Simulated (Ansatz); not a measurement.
(ZrS2)n off (charge -1): PBE-D4/def2-TZVPD single points in Ansatz on relaxed structures, gas phase. Each cluster is the lowest isomer that a short search found in that spin, judged at the geometry's level, and lower ones may exist. Core potentials for Zr, no spin–orbit coupling. HOMO and LUMO are taken over both spins. A dash marks a value that wasn't run or was left out as unsound. The structures are stationary points that may keep the symmetry of their start. Remarks come from the PBE and PBE0 runs and from stability tests at other levels; not every state was tested. A HOMO above zero means that the electron is unbound at that level and held by the basis, or that self-interaction error raises the level; the energy of removing that electron tells which. HOMO above LUMO (over both spins in singlets and doublets, within one spin in higher multiplets; at PBE or PBE0), or a gap under 0.15 eV within one spin, warns that the state may not be the lowest or that an electron is smeared out.

| species | atoms | state | geometry | HOMO (eV) | LUMO (eV) | gap (eV) | lowest of the spins relaxed | point group (within 0.1 Å) | remarks |
| --- | --- | --- | --- | --- | --- | --- | --- | --- | --- |
| ZrS3⁻ | 4 | doublet | PBE0-D4/def2-SVPD | -1.74 | -1.19 | 0.55 | doublet, of doublet/quartet | C3v | HOMO above zero (quartet) |
| Zr2S4⁻ | 6 | doublet | PBE0-D4/def2-SVPD | -0.73 | – | – | – | C3v | – |
| Zr2S5⁻ | 7 | doublet | PBE-D4/def2-SVPD | -2.53 | -2.45 | 0.08 | – | – | near-degenerate levels, gap within one spin near zero |
